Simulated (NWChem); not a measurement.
# GeH$_{2}$, singlet; SMILES [GeH2]

```xyz
3

Ge     0.0000     0.0000     0.0350
H      0.0000    -1.1332    -1.0856
H      0.0000     1.1332    -1.0856
```
Atoms are numbered in this order, from 1.

Low-valent species are run as closed-shell singlets; no triplet was tried in these runs. All runs use the structure optimised with PBE0-D3(BJ)/def2-TZVP.

Q: Give the principal values of the shielding tensors (ppm) of Ge1 from B3LYP/6-31G* (spherical d), GIAO (NWChem), with their diamagnetic and paramagnetic parts as GIAO splits them.

A: 
```json
[
 {"atom": "Ge1", "σ11": "-2533.8", "σ22": "404.9", "σ33": "1981.0", "isotropic": "-49.3", "diamagnetic": "2755.1", "paramagnetic": "-2804.4"}
]
```
